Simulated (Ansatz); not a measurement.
Total energies of the cluster Si₂O₂ from Ansatz at r2SCAN-D4/def2-TZVP, gas phase (1 Eh = 27.2114 eV = 2625.5 kJ/mol). The reference geometry is relaxed at PBE0-D4/def2-TZVP.

```csv
atom,x (Å),y (Å),z (Å)
Si1,0.927,0.711,0.351
Si2,-0.927,-0.711,-0.351
O3,0.761,-0.786,-0.419
O4,-0.761,0.786,0.420
```

| state | geometry | energy (Eh) |
| --- | --- | --- |
| charge 0 singlet | reference | -729.48840 |
| charge 1 doublet | reference | -729.15989 |
| charge 0 triplet | relaxed at PBE0-D4/def2-TZVP | -729.40928 |
| charge 0 quintet | relaxed at PBE0-D4/def2-TZVP | -729.27811 |
| free Si atom (triplet) | – | -289.34121 |
| free O atom (triplet) | – | -75.05861 |

Work out the vertical ionisation energy to the doublet.

E(charge 1 doublet) − E(charge 0 singlet) = -729.15989 − (-729.48840) = 0.32851 Eh = 8.94 eV. For comparison, −ε of the highest occupied level is 6.09 eV at this level, 2.85 eV less.

Which of the charge 0 states is lowest, and how far above it are the others?

The singlet. triplet: -729.40928 − (-729.48840) = 0.07912 Eh = 207.7 kJ/mol; quintet: -729.27811 − (-729.48840) = 0.21029 Eh = 552.1 kJ/mol.

What is the binding energy per atom against free atoms?

Atoms: 2 × (-289.34121) + 2 × (-75.05861) = -728.79964 Eh. Binding: -728.79964 − (-729.48840) = 0.68876 Eh = 18.74 eV, or 4.69 eV for each of 4 atoms (no zero-point energy, no counterpoise term).

The structure comes from a short search, and lower isomers may exist.
